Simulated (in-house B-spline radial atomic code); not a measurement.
Computed with a B-spline radial atomic code. Model: two electrons, singlet ground state, non-relativistic, full CI in B-splines with partial waves to l = 8 (at full coupling up to 3e-4 hartree above the limit, correlation up to 0.6 % small), density held at that of full coupling by Lieb maximisation.

W(λ) is the mean repulsion in the state of coupling λ less the Hartree energy of the fixed density. Its start is exact exchange, its initial slope is twice the second-order Görling-Levy correlation energy, and its area from 0 to 1 is E_xc. A straight curve means weak, dynamic correlation, and a curve that drops fast and flattens means strong correlation.

Command:
```bash
python run_ac.py task.json out
```
Settings (lengths in bohr, energies in hartree):
```
potential              gauss
strength               1.88
lmax                   8
second                 3.13
```

Run time, properties included: 20 s on 1 thread of Intel(R) Xeon(R) Processor @ 2.30GHz, on a shared host.

**W = mean repulsion less Hartree energy, and W of three functionals.**

Given: confinement Gaussian well; well depth 1.88 hartree; well width 3.13 bohr; external potential -V exp(-r^2/w^2).

Computed: LDA exchange minus exact 72.742 millihartree; SCAN exchange minus exact 2.3217 millihartree.

```csv
coupling,W xc (hartree),W xc minus exchange (millihartree),kinetic minus Kohn-Sham (millihartree),LDA (PW92) W minus its exchange (millihartree),PBE W minus its exchange (millihartree),SCAN W minus its exchange (millihartree)
0,-0.49758,0,0,0,0,0
0.02,-0.4995,-1.928,0.02,-10.29,-3.05,-1.87
0.05,-0.50233,-4.752,0.12,-20.45,-7.33,-4.56
0.12,-0.50862,-11.046,0.65,-37.77,-16.3,-10.48
0.25,-0.5193,-21.723,2.61,-60.67,-30.46,-20.43
0.4,?,?,?,?,?,?
0.6,?,?,?,?,?,?
0.8,-0.55339,-55.818,19.81,-116.54,-71.98,-52.69
1,-0.56258,-65.002,28.05,-129.87,-82.88,-61.7
1.4,-0.57753,-79.955,45.86,-151.05,-100.79,-76.8
2,-0.59407,-96.494,73.7,-174.38,-121.15,-94.22
3,-0.61252,-114.94,119.12,-201,-145.04,-114.49
4.5,-0.62952,-131.94,181.78,-226.75,-168.64,-133.6
7,-0.64574,-148.17,273.05,-252.94,-193.02,-151.38
10,-0.65699,-159.42,367.28,-272.3,-211.22,-162.77
```

Task: What belongs in the row 0.4?

Result: W xc (hartree): -0.53019; W xc minus exchange (millihartree): -32.612; kinetic minus Kohn-Sham (millihartree): 6.13; LDA (PW92) W minus its exchange (millihartree): -80.28; PBE W minus its exchange (millihartree): -44.1; SCAN W minus its exchange (millihartree): -30.59.

Task: What belongs in the row 0.6?

Result: W xc (hartree): -0.54272; W xc minus exchange (millihartree): -45.142; kinetic minus Kohn-Sham (millihartree): 12.36; LDA (PW92) W minus its exchange (millihartree): -100.48; PBE W minus its exchange (millihartree): -59.27; SCAN W minus its exchange (millihartree): -42.42.

Task: What is the PBE exchange minus exact?

Result: 20.671 millihartree.

**Energy parts, natural occupations and partial-wave weights.**

Computed: total energy -1.6100 hartree; exchange energy -0.49758 hartree; correlation energy -0.036949 hartree; kinetic part of the DFT correlation energy 0.028053 hartree; kinetic part over minus potential part 0.43157; Kohn-Sham kinetic 0.57545 hartree; Lieb Oxford ratio E_xc over LDA exchange 1.2582.

```tsv
natural	occupation of the shell (electrons)
s	1.9491
p	0.045534
s	0.0036728
d	?
p	0.00030464
f	0.00012404
```

Task: What belongs in the row d?

Result: occupation of the shell (electrons): 0.0010885.

```csv
wave,weight
s,0.97641
p,0.022929
d,0.00057126
f,?
g,1.4976e-05
```

Task: What belongs in the row f?

Result: weight: 6.9063e-05.

Task: What is the Hartree energy?

Result: 0.99515 hartree.

Task: What is the initial slope twice GL2?

Result: -0.097268 hartree.

Half-way to full coupling W has made 60 % of its drop, against 50 % for a straight line, and second-order (GL2) theory, half the initial slope, overshoots the correlation energy by about 32 %: a marked bend. Over couplings 0 to 1 the errors in E_xc come to about +26 millihartree for LDA, +8.9 millihartree for PBE, +4.4 millihartree for SCAN, so SCAN is nearest. In LDA and PBE the errors of exchange and correlation have opposite signs, so the sum is smaller than the larger of the two.
